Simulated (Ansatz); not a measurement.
CH9NSi2, SMILES `CN([SiH3])[SiH3]` from Hartree–Fock to CCSD(T)

```xyz
13

C    -0.141   -0.961   -1.150
N    -0.046   -0.072    0.006
Si   -1.178    1.228    0.084
Si    1.311   -0.292    1.048
H     0.241   -1.957   -0.906
H    -1.184   -1.086   -1.460
H     0.423   -0.586   -2.012
H    -0.997    1.936    1.375
H    -2.562    0.688   -0.026
H    -1.002    2.201   -1.034
H     1.367   -1.711    1.498
H     1.165    0.616    2.212
H     2.605   -0.003    0.364
```

Total charge 0; spin multiplicity 1. All single points use the PBE0-D4/def2-TZVP geometry. Frozen core, restricted reference, Ansatz 0.2.0. CBS rows extrapolate triple and quadruple zeta; past MP2 they add the triple-zeta difference.

| basis | HF (Eh) | MP2 corr. |
| --- | --- | --- |
| def2-SVP | -675.19552 | -0.51988 |
| def2-TZVPP | -675.51477 | -0.64704 |
| def2-QZVPP | -675.53840 | -0.69145 |

Estimate the CCSD correlation energy and the (T) correction in each basis where they were run (hartree).


| basis | CCSD corr. | (T) |
| --- | --- | --- |
| def2-SVP | -0.58527 | -0.01539 |
| def2-TZVPP | -0.70614 | -0.02528 |
| CBS(def2) | -0.78344 | as TZ |
